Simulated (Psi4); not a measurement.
# A ladder of methods for CH4BCl2N (SMILES CNB(Cl)Cl)

The species is CH4BCl2N (9 atoms), meant as a singlet with charge 0. SMILES: `CNB(Cl)Cl`. Geometry: optimised at PBE0/def2-TZVP.

Each level gives the HOMO–LUMO gap (eV). The values are calculated.

```csv
level,kind,program,value (eV),CPU time
PBE-D4/def2-TZVPP (density fitting),GGA,Psi4,5.88,1.7 min
r2SCAN-D4/def2-TZVPP (density fitting),meta-GGA,Psi4,6.47,4.2 min
B3LYP-D4/def2-TZVPP (density fitting),global hybrid,Psi4,7.76,78 s
PBE0-D4/def2-TZVPP (density fitting),global hybrid,Psi4,8.20,83 s
wB97M-V/def2-TZVPP (density fitting),range-separated hybrid,Psi4,12.35,4 min
```

The values span 5.88 to 12.35 eV. Orbital gaps aren't excitation energies; they tend to grow with the share of exact exchange. Times are those of the runs behind each value, whatever else they computed, on shared processors of several kinds: orders of magnitude only.
